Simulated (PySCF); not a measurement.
Gas-phase reaction: 2 GeO₂ + H₂ → 2 GeO + H₂O₂

Method: PySCF energies plus ideal-gas RRHO corrections (1 bar). S°(298 K) at PBE0/def2-TZVP differs from the NASA 1993 table for H₂O₂ (-8 J/mol/K); whether the harmonic model or the table's entry is off was not settled. † marks an energy on the PBE0/def2-TZVP geometry and frequencies; other levels use their own. MP2 freezes the core. 6-31G* has spherical d functions here. All species are closed-shell singlets. Ge: all electrons, no relativistic terms. No R ln 2 is added for the mirror-image form of H₂O₂. GeO₂: computed as isolated molecules; such fragments, hydroxides, amides, oligomers or adducts are transient or little studied in the gas. MP2 isn't extrapolated to the basis-set limit; its ΔH°(298 K) is -13.1 kJ in def2-SVP and 36.1 kJ in def2-TZVPP. The harmonic model lacks anharmonicity and excited electronic states, which grow with temperature; levels with a mode under 35 cm⁻¹ are left out. Internal rotation in H₂O₂ is treated as a harmonic vibration of one conformer, which makes the entropy rough.

```csv
level,"ΔE electronic, kJ","ΔH°(298 K), kJ","ΔS°(298 K), J/K","ΔG°(1000 K), kJ"
HF/6-31G*,-171,-142,55,-186
MP2/def2-SVP†,-37,-13,55,-58
PBE/def2-SVP,-56,-34,53,-77
PBE0/def2-QZVP†,-64,-40,55,-85
PBE0/def2-TZVP,-54,-30,55,-75
ωB97X-V/def2-TZVP†,-58,-35,55,-79
```
ΔH° is lowest at HF/6-31G* and highest at MP2/def2-SVP†. No reference value is set beside these.
